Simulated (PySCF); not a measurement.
Isomers of C5H3ClOS, one conformer each; single-point electronic energies without zero-point terms and without any empirical dispersion term.

All values: wB97X-D/pcSseg-2 (PySCF, non-relativistic), each on one gas-phase PBE0-D3(BJ)/def2-TZVP geometry that isn't relaxed in the solvent. The solvent is an IEF-PCM continuum (cavity from Bondi-type radii × 1.2). Only the electrostatic response of the medium enters.

| isomer | relative energy, gas (kcal/mol) | dipole (D) |
| --- | --- | --- |
| `O=C(Cl)c1ccsc1` | 0.0 | 3.58 |
| `O=C(Cl)c1cccs1` | 0.5 | 4.27 |

How do the relative energies look in chloroform (ε = 4.711)?

| isomer | relative energy, solvent (kcal/mol) | E(solvent) − E(gas) (kcal/mol) | dipole in solvent (D) |
| --- | --- | --- | --- |
| `O=C(Cl)c1ccsc1` | 0.0 | -3.5 | 4.39 |
| `O=C(Cl)c1cccs1` | 0.5 | -3.5 | 5.31 |

The order is unchanged. Conformers: `[O:1]=[C:2]([Cl:3])[c:4]1[cH:5][cH:6][s:7][cH:8]1` with O1–C2–C4–C5 0°; `[O:1]=[C:2]([Cl:3])[c:4]1[cH:5][cH:6][cH:7][s:8]1` with O1–C2–C4–C5 180°. The gains span 0.0 kcal/mol, the gas-phase energies 0.5 kcal/mol.
